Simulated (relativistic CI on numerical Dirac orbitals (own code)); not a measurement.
# Hf37+: q coefficients and field-shift factors

Method of calculation: Dirac-Coulomb-Breit CI, orbitals from a KLI potential per configuration, derivatives by finite differences, unscaled Slater integrals, QED left out (own radial code, finite nucleus).

Configuration list (outside the closed core [Ar] 3d10): 4s2 4p5, 4s 4p6, 4s2 4p4 4d, 4s 4p5 4d, 4s2 4p4 4f, 4s 4p5 4f. Double excitations out of closed p, d and f shells are left out; levels of such configurations are missing from the list, as are those of other unlisted configurations, and high levels can miss mixing partners.

With x = (α/α₀)² − 1 an excitation energy changes as ω = ω₀ + qx; K = 2q/ω₀ is the relative enhancement. Terms are leading LS components, so labels can repeat. The field-shift factor is F = δν/δ⟨r²⟩ for the transition from the lowest level.

Lowest level 4s2 4p5 2P°_3/2.

| Level | ω₀ (cm⁻¹) | q (cm⁻¹) | F (GHz/fm²) |
| --- | --- | --- | --- |
| 4s2 4p5 2P°_1/2 | 643954 | 772200 | -96.8 |
| 4s2 4p4 4d 4D_3/2 | 1161394 | 45020 | 11.9 |
| 4s2 4p4 4d 4D_5/2 | 1177352 | 56790 | 11.5 |
| 4s2 4p4 4d 4P_1/2 | 1177700 | 85500 | -67.8 |
| 4s2 4p4 4d 4F_7/2 | 1198668 | 47930 | 11.2 |
| 4s2 4p4 4d 2D_3/2 | 1265023 | 55160 | 12 |
| 4s2 4p4 4d 2P_1/2 | 1297876 | 346200 | -358 |
| 4s2 4p4 4d 2F_7/2 | 1302266 | 181500 | 14.1 |
| 4s2 4p4 4d 4F_9/2 | 1309481 | 180700 | 14 |
| 4s2 4p4 4d 2D_5/2 | 1416796 | 187300 | 15.6 |
| 4s2 4p4 4d 2D_3/2 | 1455097 | 212700 | 10.8 |
| 4s2 4p4 4d 2D_5/2 | 1478420 | 226700 | 7.08 |
| 4s 4p6 2S_1/2 | 1524399 | 698700 | -988 |
| 4s2 4p4 4d 4D_1/2 | 1764186 | 815700 | -86.6 |
| 4s2 4p4 4d 4D_3/2 | 1802799 | 819000 | -83.1 |
| 4s2 4p4 4d 4F_5/2 | 1837887 | 809100 | -82.9 |
| 4s2 4p4 4d 2G_7/2 | 1844656 | 813600 | -84.3 |
| 4s2 4p4 4d 4D_7/2 | 1924675 | 951000 | -80.4 |
| 4s2 4p4 4d 2P_3/2 | 1958678 | 947600 | -79 |
| 4s2 4p4 4d 2G_9/2 | 1974403 | 953500 | -81.4 |
| 4s2 4p4 4d 2F_5/2 | 1975430 | 953400 | -80 |
| 4s2 4p4 4d 2D_5/2 | 1997712 | 885900 | -76.3 |
| 4s2 4p4 4d 2P_3/2 | 2000422 | 806100 | -76.6 |

At this charge energies of transitions that change n are usually good to better than 1 %, and those within a shell (Δn = 0) to a few per cent.

Q: Which transition from the lowest level has the largest |K|?

A: 4s2 4p5 2P°_1/2 at 643954 cm⁻¹, K = 2.4.
